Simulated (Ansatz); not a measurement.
`C[O][ZnH]` + `C[SiH2]O` → `C[SiH2][O][ZnH]` + CH₃OH at 500 K and 1 bar (ligand exchange at a Zn–O bond).

Isolated molecules relaxed with PBE0-D4/def2-TZVP in Ansatz; ΔE leaves out vibrations. CCSD(T)/CBS is the MP2 limit (def2-TZVPP, def2-QZVPP) plus CCSD(T) − MP2 in def2-TZVPP, frozen cores. This one scheme is used for every species. For Zn outer-core shells are correlated without core-valence functions, which leaves a few kJ/mol of doubt a bond. Scalar relativity is left out up to krypton. Each species was taken in one conformer, which may not be the lowest.

```tsv
species	CCSD(T)/CBS energy (Eh)	H − E (kJ/mol)	S (J/(mol·K))
`C[O][ZnH]`	-1893.99751	156.0	340.2
`C[SiH2]O`	-405.96945	214.0	347.9
`C[SiH2][O][ZnH]`	-2184.36423	215.3	425.1
CH₃OH	-115.61712	157.0	265.4
```

H − E and S are ideal-gas, rigid-rotor, harmonic terms from PBE0-D4/def2-TZVP, for one conformer and one mirror image of each species. 1 Eh = 2625.50 kJ/mol, R = 8.31446 J/(mol·K).

Q: By hand: ΔE, ΔH, ΔS and ΔG.

A: ΔE = (-2184.36423) + (-115.61712) − (-1893.99751) − (-405.96945) = -0.01439 Eh = -37.8 kJ/mol. Δ(H − E) = 215.3 + 157.0 − 156.0 − 214.0 = 2.3, so ΔH = -35.5 kJ/mol. ΔS = 425.1 + 265.4 − 340.2 − 347.9 = 2.4 J/(mol·K). ΔG = -35.5 − 500 × (2.4)/1000 = -36.7 kJ/mol.

Q: By hand: the equilibrium constant, and the temperature at which ΔG would vanish if ΔH and ΔS stayed fixed.

A: log₁₀ K = −ΔG/(RT ln 10) = 3.8. ΔH and −TΔS have one sign here, so there is no such temperature. One of them is within its doubt of zero, so this could turn.

The number of gas molecules stays the same, so ΔS is small and ΔH decides. A doubt of 5 kJ/mol in ΔE shifts log₁₀ K by 0.5 here. Other conformers and mirror images would add mixing entropy, several J/(mol·K) or more a flexible species. Modes under 60 cm⁻¹, often nearly free rotors, make the harmonic entropy too high. These are equilibria of isolated gas molecules and say nothing of rates. Largest T1 diagnostic: 0.017 (customary marks: 0.02 for closed shells, 0.045 for open ones).
